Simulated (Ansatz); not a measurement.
Reaction (redistribution): `[NH2][AlH][SiH2]S` + `C[O][Ga]([F])[SH]` → `C[O][AlH][SiH2]S` + `[NH2][Ga]([F])[SH]`

Computed with Ansatz on PBE0-D4/def2-TZVP structures; ΔE is electronic, products minus reactants. CCSD(T)/CBS is the MP2 limit (def2-TZVPP, def2-QZVPP) plus CCSD(T) − MP2 in def2-TZVPP, frozen cores. Functionals use def2-TZVPP. B3LYP here is the variant with VWN-RPA as its local correlation; programs differ in this. For Ga outer-core shells are correlated without core-valence functions, which leaves a few kJ/mol of doubt a bond. Scalar relativity is left out up to krypton. Each species was taken in one conformer, which may not be the lowest.

| level | ΔE (kcal/mol) | difference from CCSD(T)/CBS |
| --- | --- | --- |
| PBE-D4 | -6.2 | 1.1 |
| r2SCAN-D4 | -6.5 | 0.8 |
| B2PLYP | -6.6 | 0.7 |
| PBE | -6.0 | 1.3 |
| PBE0 | -6.8 | 0.5 |
| B3LYP | -6.5 | 0.8 |
| HF/def2-TZVPP | -6.8 | 0.5 |
| MP2/def2-TZVPP | -6.8 | 0.5 |
| CCSD/def2-TZVPP | -6.6 | 0.7 |
| CCSD(T)/def2-TZVPP | -6.4 | 0.9 |
| CCSD(T)/CBS | -7.3 | 0 |

Largest T1 diagnostic among the species: 0.014.

From PBE to PBE0 (25 % exact exchange), in def2-TZVPP and without D4, ΔE moves by −0.8 kcal/mol.
